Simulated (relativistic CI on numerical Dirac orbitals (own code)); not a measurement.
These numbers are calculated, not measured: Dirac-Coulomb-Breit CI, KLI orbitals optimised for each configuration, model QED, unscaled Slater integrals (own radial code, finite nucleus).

Configuration list (outside the closed core [Ne]): 3s², 3s3p, 3p², 3s3d, 3d², 3p3d, 3p4s, 3s4s, 3d4s, 3s4p, 3s4d, 3s4f, 3s5s, 3s5p, 3s5d, 4s², 3s5f, 3s5g, 3s6s, 3s6p, 3s6d. Levels of other configurations are missing.

At this charge energies of transitions that change n are usually good to better than 1 %, and those within a shell (Δn = 0) to a few per cent.

Outline of the computed level scheme of Co XVI. Lowest level of each configuration: 3s² ¹S0 at 0.000 eV; 3s3p ³P°0 at 30.724 eV; 3p² ³P0 at 73.495 eV; 3s3d ³D1 at 90.255 eV; 3p3d ³F°2 at 122.972 eV; 3d² ³F2 at 181.984 eV; 3s4s ³S1 at 244.510 eV; 3s4p ³P°0 at 260.042 eV; 3s4d ³D1 at 280.603 eV.

Some strong electric-dipole decays among the lowest 45 levels: 3s4d ³D3 → 3s3p ³P°2 (5.0e+11 s⁻¹); 3s4d ¹D2 → 3s3p ¹P°1 (4.4e+11 s⁻¹); 3s4d ³D2 → 3s3p ³P°1 (3.7e+11 s⁻¹); 3s4s ¹S0 → 3s3p ¹P°1 (3.4e+11 s⁻¹); 3s4p ¹P°1 → 3s² ¹S0 (3.1e+11 s⁻¹); 3s4d ³D1 → 3s3p ³P°0 (2.7e+11 s⁻¹); 3s4s ³S1 → 3s3p ³P°2 (2.3e+11 s⁻¹); 3s4d ³D1 → 3s3p ³P°1 (2.0e+11 s⁻¹).

LS names give the leading component of a level, which can be under half, so a name can repeat, a term be missing and a line seem to break the LS rules.
